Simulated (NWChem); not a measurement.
Species: ZnH2S2; SMILES [SH][Zn][SH]

```xyz
5

Zn     0.0000     0.0000    -0.0238
S     -0.0307    -2.1755    -0.0343
H      0.9381    -2.2567     0.9064
S      0.0307     2.1755    -0.0343
H     -0.9381     2.2567     0.9064
```
Atoms are numbered in this order, from 1.

All runs: NWChem. Structure relaxed at the PBE0/def2-SVP level. Ions are spin-unrestricted doublets at the neutral geometry; other ion states weren't tried.

Q: Estimate the computed values for B3LYP/def2-SVP. Quantities: vertical ionisation energy, ΔSCF (eV); −ε(HOMO) (eV).

A: The vertical ionisation energy, ΔSCF (eV) is 9.21 and the −ε(HOMO) (eV) is 6.88.
